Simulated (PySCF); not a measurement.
# Electron correlation in Pm (promethium, neutral)

[Xe] 4f5 6s2, one real determinant. Computed with PySCF 2.14 in cc-pVDZ-X2C (8s7p5d3f1g, 84 functions), with scalar relativity by spin-free X2C-1e. Frozen: [Kr] 4d10; 15 electrons correlated.

| level | correlation energy (mhartree) |
| --- | --- |
| CCSD | -396.79 |
| (T) | -17.10 |
| CCSD(T) | -413.89 |

Diagnostics: T1 = 0.024, D1 = 0.0799, largest double amplitude 0.097.

The real determinant used has ⟨L²⟩ near 24 against 30 for a pure H term, so it mixes terms. Spin-orbit coupling, absent here, splits the open shell strongly.

Cost of the coupled-cluster step: roughly 24 core-seconds, for 15 correlated electrons.

Iterations:

```
CC2 = 0
CCSD nocc = (np.int64(10), np.int64(5)), nmo = (61, 61)
frozen orbitals [[0, 1, 2, 3, 4, 5, 6, 7, 8, 9, 10, 11, 12, 13, 14, 15, 16, 17, 18, 19, 20, 21, 22], [0, 1, 2, 3, 4, 5, 6, 7, 8, 9, 10, 11, 12, 13, 14, 15, 16, 17, 18, 19, 20, 21, 22]]
max_cycle = 100
direct = 0
conv_tol = 1e-08
conv_tol_normt = 1e-06
diis_space = 8
diis_start_cycle = 0
Init t2, MP2 energy = -0.391763738921376
Init E_corr(UCCSD) = -0.391763738935003
cycle = 1  E_corr(UCCSD) = -0.380452850096563  dE = 0.0113108888  norm(t1,t2) = 0.106988
cycle = 2  E_corr(UCCSD) = -0.393312579182966  dE = -0.0128597291  norm(t1,t2) = 0.0326206
cycle = 3  E_corr(UCCSD) = -0.394154444599145  dE = -0.000841865416  norm(t1,t2) = 0.0184154
cycle = 4  E_corr(UCCSD) = -0.396151627981446  dE = -0.00199718338  norm(t1,t2) = 0.00829431
cycle = 5  E_corr(UCCSD) = -0.396231673710264  dE = -8.00457288e-05  norm(t1,t2) = 0.00436536
cycle = 6  E_corr(UCCSD) = -0.396196755755751  dE = 3.49179545e-05  norm(t1,t2) = 0.00369086
cycle = 7  E_corr(UCCSD) = -0.396512562476036  dE = -0.00031580672  norm(t1,t2) = 0.00300808
cycle = 8  E_corr(UCCSD) = -0.39671279708623  dE = -0.00020023461  norm(t1,t2) = 0.00202394
cycle = 9  E_corr(UCCSD) = -0.396754122966938  dE = -4.13258807e-05  norm(t1,t2) = 0.00124197
cycle = 10  E_corr(UCCSD) = -0.396759308702141  dE = -5.1857352e-06  norm(t1,t2) = 0.000581684
cycle = 11  E_corr(UCCSD) = -0.396779175680542  dE = -1.98669784e-05  norm(t1,t2) = 0.000362694
cycle = 12  E_corr(UCCSD) = -0.396790026062813  dE = -1.08503823e-05  norm(t1,t2) = 0.000209589
cycle = 13  E_corr(UCCSD) = -0.396787882551133  dE = 2.14351168e-06  norm(t1,t2) = 0.000101853
cycle = 14  E_corr(UCCSD) = -0.396788093359252  dE = -2.10808119e-07  norm(t1,t2) = 5.74001e-05
cycle = 15  E_corr(UCCSD) = -0.396788118073611  dE = -2.47143587e-08  norm(t1,t2) = 3.20418e-05
cycle = 16  E_corr(UCCSD) = -0.396788055766905  dE = 6.23067058e-08  norm(t1,t2) = 2.07122e-05
cycle = 17  E_corr(UCCSD) = -0.396788349493437  dE = -2.93726532e-07  norm(t1,t2) = 1.38309e-05
cycle = 18  E_corr(UCCSD) = -0.396788330380689  dE = 1.91127482e-08  norm(t1,t2) = 1.00021e-05
cycle = 19  E_corr(UCCSD) = -0.396788319744396  dE = 1.06362927e-08  norm(t1,t2) = 7.90134e-06
cycle = 20  E_corr(UCCSD) = -0.396788460239734  dE = -1.40495338e-07  norm(t1,t2) = 6.58474e-06
cycle = 21  E_corr(UCCSD) = -0.396788592008091  dE = -1.31768357e-07  norm(t1,t2) = 5.24565e-06
cycle = 22  E_corr(UCCSD) = -0.396788855813199  dE = -2.63805108e-07  norm(t1,t2) = 4.20992e-06
cycle = 23  E_corr(UCCSD) = -0.396789046639312  dE = -1.90826113e-07  norm(t1,t2) = 3.09305e-06
cycle = 24  E_corr(UCCSD) = -0.3967891883221  dE = -1.41682788e-07  norm(t1,t2) = 2.22346e-06
cycle = 25  E_corr(UCCSD) = -0.396789270125566  dE = -8.18034662e-08  norm(t1,t2) = 1.39004e-06
cycle = 26  E_corr(UCCSD) = -0.396789290790359  dE = -2.06647929e-08  norm(t1,t2) = 8.62247e-07
cycle = 27  E_corr(UCCSD) = -0.396789306937355  dE = -1.61469958e-08  norm(t1,t2) = 6.11335e-07
cycle = 28  E_corr(UCCSD) = -0.396789312355203  dE = -5.41784778e-09  norm(t1,t2) = 4.13764e-07
UCCSD converged
E(UCCSD) = -10016.51554043841  E_corr = -0.3967893123552028
UCCSD(T) correction = -0.0171007562070872
```

The reference is one real determinant that mixes LS terms of this configuration.
